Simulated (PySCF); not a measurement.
**Deuteron quadrupole couplings in `CO[C@@H]([SiH2]C=C=O)C(C)=S`**

C6H10O2SSi.
Geometry (GFN2-xTB, Å), atoms numbered from 1 in this order:
```xyz
20
C6H10O2SSi angstrom
C     -0.134    1.749    1.251
O      0.193    0.457    0.798
C     -0.204    0.192   -0.530
Si     0.952   -1.299   -0.985
C      2.682   -0.672   -0.642
C      2.927    0.299    0.177
O      3.129    1.189    0.890
C     -1.609   -0.201   -0.714
C     -2.328   -0.814    0.438
S     -2.315   -0.056   -2.180
H      0.273    1.836    2.256
H     -1.218    1.904    1.274
H      0.319    2.514    0.609
H      0.044    1.032   -1.191
H      0.569   -2.420   -0.121
H      0.786   -1.628   -2.400
H      3.501   -1.193   -1.102
H     -1.642   -1.017    1.257
H     -3.104   -0.130    0.787
H     -2.826   -1.730    0.126
```

Level: PBE0/pcSseg-1 (PySCF, non-relativistic); Q(2H) = 0.00286 b; rigid geometry, the same for H and D, with no vibrational averaging.

Task: Rank these positions by the coupling χzz of a deuteron there, largest first.
A. H12 (methyl hydrogen)
B. H11 (methyl hydrogen)
C. H17 (hydrogen on carbon)
D. H15 (Si–H hydrogen)

Result: C (238 kHz), B (205 kHz), A (197 kHz), D (107 kHz).

Task: Tabulate Vzz, the asymmetry η and χzz = 234.96 MHz × Q × Vzz for every hydrogen position.

Result: 
```
atom  bonded to  bond length (Å)  Vzz (au)     η  χzz (kHz)
 H11         C1            1.088    0.3056  0.07        205
 H12         C1            1.095    0.2926  0.09        197
 H13         C1            1.096    0.2899  0.09        195
 H14         C3            1.098    0.2874  0.08        193
 H15        Si4            1.466    0.1593  0.03        107
 H16        Si4            1.463    0.1605  0.02        108
 H17         C5            1.074    0.3547  0.12        238
 H18         C9            1.088    0.3059  0.03        206
 H19         C9            1.091    0.3094  0.03        208
 H20         C9            1.089    0.3107  0.03        209
```

Task: Average by the element that carries the hydrogen.

Result: on C: 206 kHz over 8 positions, mean bond length 1.090 Å; on Si: 107 kHz over 2 positions, mean bond length 1.464 Å.

Task: How does χzz go with the bond length over the 8 C–H bonds?

Result: A straight-line fit has a slope of -18.7 kHz for each 0.01 Å, with a correlation coefficient of -0.98, over lengths from 1.074 to 1.098 Å. The longer bonds have the smaller couplings here.

Task: A static deuteron (I = 1) shows a doublet split by (3/2)χ, (3/4)χ(1 + η) and (3/4)χ(1 − η) with the field along z, y and x of the gradient. What are these for H12?

Result: With |χ| = 196.6 kHz and η = 0.089: 295, 161 and 134 kHz, to first order and without motion.

One conformer (not necessarily the lowest) at the GFN2-xTB geometry, without solvent, vibrations or thermal averaging. GFN2-xTB bond lengths can be off by several hundredths of an ångström, more for odd bonds, and the gradients follow them. The basis is small and wasn't made for field gradients, so the couplings can be 20 % off.
